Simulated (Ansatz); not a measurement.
# singlet Be: levels of theory in one basis

A single Be atom.

Basis set: 6-31G* (spherical functions). All electrons are correlated. Charge 0, multiplicity 1.

Computed with Ansatz (development build ahead of 0.2.0); each method stands on the lowest determinant of its kind that the runs found.

| method | E − E(RHF) (eV) | <S²> of the determinant |
| --- | --- | --- |
| RHF | 0.00 | 0.00 |
| UHF | -0.02 | 0.17 |
| UHF-MP2 | -0.62 | 0.17 |

Task: What does RHF-MP2 give on the same scale?

Result: -0.74 eV.

Task: Is a single determinant a sound starting point here?

Result: Only with care. Unrestricted orbitals gain 0.02 eV and <S²> is 0.17 against 0.00 for a pure state, so spin symmetry breaks but gains little energy; restricted orbitals can still serve.

Caution for UHF, UHF-MP2: the unrestricted determinant is spin contaminated.
